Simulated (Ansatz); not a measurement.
Reaction (cleavage of the Ge–In bond): `[Cl][In]([Cl])[GeH3]` + `CSS` → `CS[S][GeH3]` + `[Cl][InH][Cl]`

Program: Ansatz. Geometries: PBE0-D4/def2-TZVP. ΔE: electronic, gas phase. CBS: MP2 limit from def2 TZ/QZ plus the TZ coupled-cluster correction, frozen cores. Elements past krypton have def2 core potentials. For Ge, In outer-core shells are correlated without core-valence functions, which leaves a few kJ/mol of doubt a bond. Scalar relativity is left out up to krypton. One conformer a species, not always the lowest.

| species | CCSD(T)/CBS(def2) energy (Eh) |
| --- | --- |
| `[Cl][In]([Cl])[GeH3]` | -3187.40015 |
| `CSS` | -836.00794 |
| `CS[S][GeH3]` | -2913.33841 |
| `[Cl][InH][Cl]` | -1110.06218 |

Q: Work out ΔE.

A: ΔE = (-2913.33841) + (-1110.06218) − (-3187.40015) − (-836.00794) = 0.00750 Eh = +0.20 eV.

Largest T1 diagnostic among the species: 0.013.

The D4 term adds −0.06 eV with B3LYP and −0.03 eV with PBE0; it sums over pairs of atoms, weighted by their polarisabilities, and B3LYP, whose exchange is more repulsive, gets the larger term. Leaving LDA and LC-ωPBE aside and taking each functional with its dispersion term where it has one, the values, not all of them listed here, spread over 0.17 eV, from B97M-V to B2PLYP. LDA lies −0.04 eV from PBE without D4. From BLYP to BHLYP (50 % exact exchange), in def2-TZVPP and without D4, ΔE moves by −0.07 eV.

B3LYP here is the variant with VWN-RPA as its local correlation; programs differ in this.
